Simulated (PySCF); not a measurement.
The same groups moved round the core (styrene fluoro+silyl). Isolated molecules, 0 K electronic values unless said otherwise. One relaxed conformer stands for each flexible species; it need not be the lowest. Strings in code marks are SMILES.

All values below come from PBE-D3(BJ)/def2-TZVP // PBE0-D3(BJ)/def2-SVP run with PySCF. Delta-SCF ions had no search for a lower state. 

```json
[
 {"species": "`C=C(F)c1ccccc1[SiH3]` (F–C–C–C torsion 157°)", "vertical ionisation energy (Delta-SCF) (eV)": "8.39", "S1 oscillator strength": "0.005"},
 {"species": "`C=C([SiH3])c1cccc(F)c1` (Si–C–C–C torsion 144°)", "vertical ionisation energy (Delta-SCF) (eV)": "8.43", "S1 oscillator strength": "0.028"},
 {"species": "`c1cc([SiH3])c(C=C)c(F)c1` (C–C–C–C torsion 145°)", "vertical ionisation energy (Delta-SCF) (eV)": "8.40", "S1 oscillator strength": "0.060"},
 {"species": "`C=Cc1cc([SiH3])ccc1F` (C–C–C–C torsion 3°)", "vertical ionisation energy (Delta-SCF) (eV)": "8.28", "S1 oscillator strength": "0.037"},
 {"species": "`C=Cc1ccc(F)c([SiH3])c1` (C–C–C–C torsion 1°)", "vertical ionisation energy (Delta-SCF) (eV)": "8.15", "S1 oscillator strength": "0.029"},
 {"species": "`[SiH3]c1cc(F)c(C=C)cc1` (C–C–C–C torsion 0°)", "vertical ionisation energy (Delta-SCF) (eV)": "8.25", "S1 oscillator strength": "0.092"}
]
```
